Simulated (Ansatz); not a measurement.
Basis sets compared for trans-OsCl2(PF3)4 (P₄OsCl₂F₁₂). Total charge 0; singlet. Geometry PBE-D4/def2-SVP. Ansatz on 2 threads of AMD EPYC 7R13 on a shared host and a share (18 GiB) of an NVIDIA H100 80GB HBM3; times are rough, and most runs start from earlier orbitals.

Cartesian coordinates in Å:
```
Cl 0.904 -0.932 2.085
Cl -0.905 0.931 -2.085
F -2.992 -1.506 -0.627
F -2.550 -1.219 1.741
F -1.405 -2.968 0.481
F 3.286 0.459 -0.041
F 2.154 2.197 1.244
F 2.210 2.312 -1.178
F 1.963 -0.985 -2.488
F 0.006 -2.426 -2.265
F 1.908 -2.712 -0.787
F -2.711 1.756 0.764
F -0.743 3.185 0.566
F -1.124 1.907 2.592
Os 0.000 0.000 0.000
P -1.756 -1.417 0.372
P 1.908 1.260 -0.022
P 0.986 -1.549 -1.363
P -1.137 1.706 1.012
```

In the def2 sets Os takes a core potential; there is no spin–orbit coupling. Single mean-field runs in def2-TZVP are fitted with def2-universal-jkfit. Another isomer (singlet) lies 0.56 eV lower at PBE0-D4/def2-TZVP; other spin states weren't run for this one.

Binding counts from free atoms (Cl doublet, F doublet, Os quintet, P quartet) in the same basis, without a counterpoise term.

```csv
level,functions,energy (Eh),HOMO (eV),LUMO (eV),binding per atom (eV),wall time
PBE-D4/def2-SVP,308,-3571.5119,-5.92,-2.86,4.16,2.8 s
PBE0-D4/def2-SVP,308,-3571.5993,-7.44,-2.08,3.87,3.3 s
```

(1) Estimate the rows for PBE-D4/def2-TZVP (with forces), PBE0-D4/def2-TZVP.

Answers

(1) 
```
                         level  functions  energy (Eh)  HOMO (eV)  LUMO (eV)  binding per atom (eV)  wall time
PBE-D4/def2-TZVP (with forces)        634   -3573.9175      -6.16      -3.07                   4.25      4.3 s
             PBE0-D4/def2-TZVP        634   -3574.0012      -7.54      -2.22                   4.02      4.7 s
```
